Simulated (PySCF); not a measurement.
## Levels of Te(49+) from EOM-EA-GCCSD

Reference: closed-shell Te(50+), 1s2; one electron is added. Calculated with PySCF 2.14, two-component X2C-1e with screened spin-orbit coupling, an even-tempered Gaussian basis (16 s from 13 bohr⁻², ratio 2.6; 12 p from 16 bohr⁻², ratio 2.6; 6 d from 17 bohr⁻², ratio 2.8; 3 f from 720 bohr⁻², ratio 2.8); frozen nothing; the 32 highest virtual spinors dropped; of the others 52 kept and the rest restored at second order. No Breit or QED terms. Binding energies in eV.

```
level  Koopmans  second order  EOM-CCSD
2s1/2    9047.8        9048.0    9048.0
2p1/2    8937.8        8938.2    8938.2
2p3/2    8612.6        8613.0    8613.0
```

Electric-dipole lines between these computed levels:

```
lower  upper  ΔE (eV)  vacuum wavelength (nm)
2s1/2  2p1/2   109.81                   11.29
2s1/2  2p3/2   435.06                   2.850
```

For comparison, the ionisation energy of Te(49+) is 9040.8 eV (theoretical estimate listed by NIST; NIST Atomic Spectra Database, ionization energies).

Only part of the computed levels is shown.
